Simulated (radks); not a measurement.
Q: All-electron atom: Co2+ in [Ar] 3d7. Calculated with a radial shooting solver on a logarithmic mesh with Libxc functionals: non-relativistic Kohn-Sham, BLYP, spin-polarised, spherical densities, point nucleus; open shells are filled with parallel spins first. Some entries of the table are withheld. Estimate them.

| orbital | occ. | eigenvalue (eV) | r(max) (bohr) | <r^2> (bohr^2) |
|---|---|---|---|---|
| 1s down | 1 | -7537.216 | 0.03750 | 0.004341 |
| 1s up | 1 | -7537.213 | 0.03750 | 0.004341 |
| 2s up | 1 | -902.2408 | 0.2161 | 0.07905 |
| 2s down | 1 | -900.6569 | 0.2160 | 0.07887 |
| 2p up | 3 | -785.9300 | 0.1732 | 0.06287 |
| 2p down | 3 | -784.7465 | 0.1731 | 0.06268 |
| 3s up | 1 | -120.0132 | 0.6761 | 0.7073 |
| 3s down | 1 | -116.6724 | 0.6769 | 0.7124 |
| 3p up | 3 | -85.2941 | 0.6809 | 0.7901 |
| 3p down | 3 | -82.0278 | 0.6822 | 0.8000 |
| 3d up | 5 | -28.4652 | 0.6622 | (1) |
| 3d down | 2 | -25.5218 | 0.6690 | (2) |
| 4s up | 0 | (3) | 2.103 | 6.673 |
| 4s down | 0 | (4) | 2.151 | 6.996 |
| 4p up | 0 | -15.0699 | 2.483 | 9.463 |
| 4p down | 0 | -14.5547 | 2.555 | 9.973 |

A: 
(1) 3d up <r^2> (bohr^2): 1.311
(2) 3d down <r^2> (bohr^2): 1.434
(3) 4s up eigenvalue (eV): -21.2251
(4) 4s down eigenvalue (eV): -20.4457
